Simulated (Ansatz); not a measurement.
(CuF)n: vertical EA (eV) at several levels, gas phase, relaxed structures; Ansatz. Clusters are the lowest isomers that short searches found in that spin, judged at the geometry's level. Singlets are spin-restricted. The structures are stationary points that may keep the symmetry of their start. Remarks come from the PBE and PBE0 runs and from stability tests at other levels; not every state was tested. A HOMO above zero means that the electron is unbound at that level and held by the basis, or that self-interaction error raises the level; the energy of removing that electron tells which.

| species | state | geometry | PBE-D4/def2-TZVPD | PBE0-D4/def2-TZVPD | remarks |
| --- | --- | --- | --- | --- | --- |
| (CuF)2 ring (Cu2F2) | singlet to doublet | PBE0-D4/def2-SVP | 1.21 | 0.79 | HOMO above zero (-1 doublet) |
| Cu2F2 | singlet to doublet | PBE-D4/def2-SVP | 2.03 | 1.94 | HOMO above zero (-1 doublet) |
| Cu3F3 | singlet to doublet | r2SCAN-D4/def2-SVP | 0.82 | 0.45 | HOMO above zero (-1 doublet) |

Problem. Estimate the column for r2SCAN-D4/def2-TZVPD.

Solution. (CuF)2 ring (Cu2F2) 1.12; Cu2F2 2.08; Cu3F3 0.63.

Over the 3 species that have every level, the mean is 1.35 at PBE-D4/def2-TZVPD, 1.28 at r2SCAN-D4/def2-TZVPD, 1.06 at PBE0-D4/def2-TZVPD.
